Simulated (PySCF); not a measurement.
B-trichloroborazine (B3Cl3H3N3), SMILES ClB1NB(Cl)NB(Cl)N1.

The structure is a stationary point at B3LYP-D3(BJ)/def2-SVP.

Computed with CAM-B3LYP/def2-SVP (PySCF).

Symmetry labels are those of the subgroup C2v that the program uses (full group D3h).

Computed valence orbital energies around the gap with their symmetry:
| orbital | symmetry | energy (eV) |
|---|---|---|
| HOMO−7 | B2 | -11.40 |
| HOMO−6 | A2 | -11.40 |
| HOMO−5 | B1 | -10.52 |
| HOMO−4 | A1 | -10.52 |
| HOMO−3 | B2 | -10.23 |
| HOMO−2 | B1 | -10.18 |
| HOMO−1 | A2 | -9.67 |
| HOMO | B2 | -9.67 |
| LUMO | B2 | 1.52 |
| LUMO+1 | A2 | 1.52 |
| LUMO+2 | A1 | 2.39 |
| LUMO+3 | A1 | 3.09 |
